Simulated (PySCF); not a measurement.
## Electronic absorption of [Ti(OCHMe2)Cl3]

Species: [Ti(OCHMe2)Cl3], C3H7Cl3OTi (singlet state).
SMILES: `CC(C)[O][Ti]([Cl])([Cl])[Cl]`

The calculation used TDDFT CAM-B3LYP/def2-SVPD, vertical, gas phase, core orbitals frozen in the response (PySCF). Geometry: PBE0-D3(BJ)/def2-SVP; no solvent, vibrations or thermal averaging. Torsions of this conformer, `[CH3:1][CH:2]([CH3:3])[O:4][Ti:5]([Cl:6])([Cl:7])[Cl:8]`: C1–C2–O4–Ti5 -87°, C2–O4–Ti5–Cl6 41°.

| state | E (eV) | λ (nm) | f | main configurations (H = HOMO, L = LUMO) |
| --- | --- | --- | --- | --- |
| S1 | 4.59 | 270.4 | 0.0003 | H→L (61%), H-2→L (16%), H-2→L+1 (11%) |
| S2 | 4.66 | 266.1 | 0.0001 | H-2→L+1 (38%), H→L+1 (25%), H-1→L (24%) |
| S3 | 4.69 | 264.6 | 0.0009 | H-2→L (31%), H-2→L+1 (24%), H-1→L+1 (17%) |
| S4 | 4.82 | 257.1 | 0.010 | H→L+1 (46%), H-2→L (30%), H-2→L+1 (11%) |
| S5 | 4.87 | 254.7 | 0.029 | H-1→L (61%), H→L (10%), H-2→L+1 (9%) |
| S6 | 4.94 | 250.8 | 0.032 | H-1→L+1 (73%) |
| S7 | 5.31 | 233.5 | 0.0018 | H-2→L+2 (39%), H→L+2 (31%) |
| S8 | 5.35 | 231.6 | 0.0020 | H-2→L+2 (26%), H→L+2 (17%), H→L+3 (16%) |
| S9 | 5.40 | 229.8 | 0.0022 | H-2→L+3 (20%), H→L+3 (19%), H-4→L (14%) |
| S10 | 5.41 | 229.3 | 0.0011 | H-1→L+2 (59%), H-4→L (18%) |

Triplets (Tamm–Dancoff): T1 4.39 eV, H-1→L (49%), H→L (29%), H-2→L (11%); T2 4.46 eV, H-1→L+1 (58%), H→L (13%), H-2→L (12%); T3 4.50 eV, H→L (40%), H-1→L (26%), H-2→L+1 (20%); T4 4.50 eV, H-2→L (47%), H→L+1 (29%).

The lowest singlet lies at 4.59 eV (270 nm, ultraviolet) and is dark (f under 0.0005); its leading configuration is HOMO→LUMO (61%). The most intense listed level is S6 at 4.94 eV (251 nm, f = 0.032), 0.36 eV above S1. For S1 the Löwdin share of titanium is at most 12% in HOMO and 76% in LUMO (ligand-to-metal charge transfer by this measure). Weighted by f, the mean energy of these states is 4.93 eV. The listed states span 0.82 eV, and the widest gap between neighbours is 0.37 eV (S6 to S7). The oscillator strengths of these states sum to 0.080; summed over the whole spectrum of an exact calculation they would give the number of electrons, 106 (Thomas–Reiche–Kuhn). All these states lie below the vertical ionisation energy of 11.08 eV (ΔSCF). The window holds the lowest 10 singlets.
